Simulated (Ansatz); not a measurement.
Consider the cleavage of the In–B bond: `O[B](F)[InH2]` + `[SiH3]N[SiH3]` → `[SiH3][N]([SiH3])[InH2]` + `OBF`.

Isolated molecules relaxed with PBE0-D4/def2-TZVP in Ansatz; ΔE leaves out vibrations. CCSD(T)/CBS is the MP2 limit (def2-TZVPP, def2-QZVPP) plus CCSD(T) − MP2 in def2-TZVPP, frozen cores. This one scheme is used for every species. Functionals use def2-TZVPP. B3LYP here is the variant with VWN-RPA as its local correlation; programs differ in this. Elements past krypton have def2 core potentials. For In outer-core shells are correlated without core-valence functions, which leaves a few kJ/mol of doubt a bond. One conformer a species, not always the lowest.

Task: Is it downhill or uphill in electronic energy at CCSD(T)/CBS, and by how much? (Estimate.)

Result: Computed: Downhill: ΔE = -18.0 kcal/mol.

Task: What do these levels give: B3LYP-D4, r2SCAN0-D4, ωB97M-V, RPA@PBE/def2-TZVPP, MP2/def2-QZVPP, MP2/CBS(def2)? (Estimate.)

Result: Ansatz gave: B3LYP-D4 -15.0, r2SCAN0-D4 -14.6, ωB97M-V -14.3, RPA@PBE/def2-TZVPP -16.6, MP2/def2-QZVPP -19.4, MP2/CBS(def2) -19.8 kcal/mol.

Largest T1 diagnostic among the species: 0.015.

Leaving LDA and LC-ωPBE aside and taking each functional with its dispersion term where it has one, the values, not all of them listed here, spread over 2.9 kcal/mol, from BHLYP-D4 to PBE-D4. LDA lies −0.8 kcal/mol from PBE without D4. The D4 term adds −2.3 kcal/mol with B3LYP and −1.3 kcal/mol with PBE0; it sums over pairs of atoms, weighted by their polarisabilities, and B3LYP, whose exchange is more repulsive, gets the larger term. At CCSD(T), def2-SVP lies −0.8 kcal/mol from the extrapolated value and def2-TZVPP +1.2 kcal/mol.
